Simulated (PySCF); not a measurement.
Sn(F)2(Br)(NH2) (BrF2H2NSn), SMILES [NH2][Sn]([F])([F])[Br].

The structure is a stationary point at PBE0-D3(BJ)/def2-SVP. The geometry has at least one imaginary mode, so it is a saddle point at that level. The structure was generated by enumeration; whether it is a known compound was not checked. The def2 effective core potentials stand for the cores of Sn; spin–orbit coupling is left out. One conformer was computed; it need not be the lowest.

The numbers are results of TDDFT-M06-2X/def2-SVPD run with PySCF, not measurements.

Vertical excitations. Gas-phase values at a fixed geometry.

```json
[
 {"state": "S1", "energy (eV)": "5.40", "λ (nm)": "230", "f": "0.013", "main pairs": "HOMO→LUMO 91 %"},
 {"state": "S2", "energy (eV)": "5.63", "λ (nm)": "220", "f": "0.015", "main pairs": "HOMO−2→LUMO 94 %"},
 {"state": "S3", "energy (eV)": "5.66", "λ (nm)": "219", "f": "0.045", "main pairs": "HOMO−1→LUMO 91 %"},
 {"state": "S4", "energy (eV)": "7.54", "λ (nm)": "164", "f": "0.304", "main pairs": "HOMO−3→LUMO 78 %"},
 {"state": "S5", "energy (eV)": "7.65", "λ (nm)": "162", "f": "0.002", "main pairs": "HOMO→LUMO+2 84 %"},
 {"state": "S6", "energy (eV)": "7.79", "λ (nm)": "159", "f": "0.031", "main pairs": "HOMO→LUMO+1 78 %"},
 {"state": "S7", "energy (eV)": "8.01", "λ (nm)": "155", "f": "0.001", "main pairs": "HOMO−1→LUMO+2 86 %"},
 {"state": "S8", "energy (eV)": "8.05", "λ (nm)": "154", "f": "0.016", "main pairs": "HOMO−5→LUMO 78 %"},
 {"state": "S9", "energy (eV)": "8.14", "λ (nm)": "152", "f": "0.002", "main pairs": "HOMO−6→LUMO 75 %"},
 {"state": "S10", "energy (eV)": "8.18", "λ (nm)": "152", "f": "0.062", "main pairs": "HOMO−4→LUMO 71 %"},
 {"state": "T1", "energy (eV)": "4.90", "λ (nm)": "253", "f": "0", "main pairs": "HOMO→LUMO 85 %"},
 {"state": "T2", "energy (eV)": "5.22", "λ (nm)": "237", "f": "0", "main pairs": "HOMO−1→LUMO 87 %"},
 {"state": "T3", "energy (eV)": "5.26", "λ (nm)": "236", "f": "0", "main pairs": "HOMO−2→LUMO 92 %"},
 {"state": "T4", "energy (eV)": "6.33", "λ (nm)": "196", "f": "0", "main pairs": "HOMO−3→LUMO 89 %"}
]
```
Triplets are in the Tamm–Dancoff approximation, which puts them higher than full response would, so one can lie above its singlet here.
